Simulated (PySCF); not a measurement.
# First hyperpolarisability: SMILES C=C=CB(F)F, C3H3BF2

Molfile (atoms numbered from 1):
```
C3H3BF2
     RDKit          3D

  9  8  0  0  0  0  0  0  0  0999 V2000
   -1.8654    0.2054   -0.4350 C   0  0  0  0  0  0  0  0  0  0  0  0
   -0.6694   -0.2308   -0.2357 C   0  0  0  0  0  0  0  0  0  0  0  0
    0.5545   -0.6409   -0.0208 C   0  0  0  0  0  0  0  0  0  0  0  0
    1.6435    0.2401    0.6184 B   0  0  0  0  0  0  0  0  0  0  0  0
    2.8778   -0.1914    0.8135 F   0  0  0  0  0  0  0  0  0  0  0  0
    1.4386    1.4830    1.0182 F   0  0  0  0  0  0  0  0  0  0  0  0
   -2.6400    0.0962    0.3056 H   0  0  0  0  0  0  0  0  0  0  0  0
   -2.1436    0.6956   -1.3530 H   0  0  0  0  0  0  0  0  0  0  0  0
    0.8175   -1.6513   -0.3092 H   0  0  0  0  0  0  0  0  0  0  0  0
  1  2  2  0
  2  3  2  0
  3  4  1  0
  4  5  1  0
  4  6  1  0
  1  7  1  0
  1  8  1  0
  3  9  1  0
M  END
```

The calculation used quadratic response wB97X-D/def2-SVPD first hyperpolarisability, Taylor convention, gas phase (PySCF). Geometry: GFN2-xTB.

Question: What is the first hyperpolarisability, and how does it disperse?

Answer: In au, Taylor convention; the vector part is βᵢ = ⅓ Σⱼ (βᵢⱼⱼ + βⱼᵢⱼ + βⱼⱼᵢ); β∥ is 3/5 of the vector part along the dipole, the dipole points from − to +:
```csv
process,λ (nm),β vector norm,β∥,β HRS,depolarisation ratio
"static β(0;0,0)",∞,11.0,-2.3,21.5,1.57
"second harmonic β(−2ω;ω,ω)",1907,10.5,-0.3,22.4,1.56
"Pockels β(−ω;ω,0)",1907,10.7,-1.7,–,–
"second harmonic β(−2ω;ω,ω)",1064,13.8,5.2,24.9,1.59
"Pockels β(−ω;ω,0)",1064,10.5,-0.1,–,–
```

Question: Which lowest excitations, dipole and polarisabilities go with it?

Answer: S1 5.19 eV (f = 0.000); S2 6.69 eV (f = 0.099); S3 6.70 eV (f = 0.213); dipole 2.44 D; isotropic α 52.1 au static, 52.2 au at 1907 nm, 52.6 au at 1064 nm, 52.8 au at 953.5 nm, 54.6 au at 532 nm.
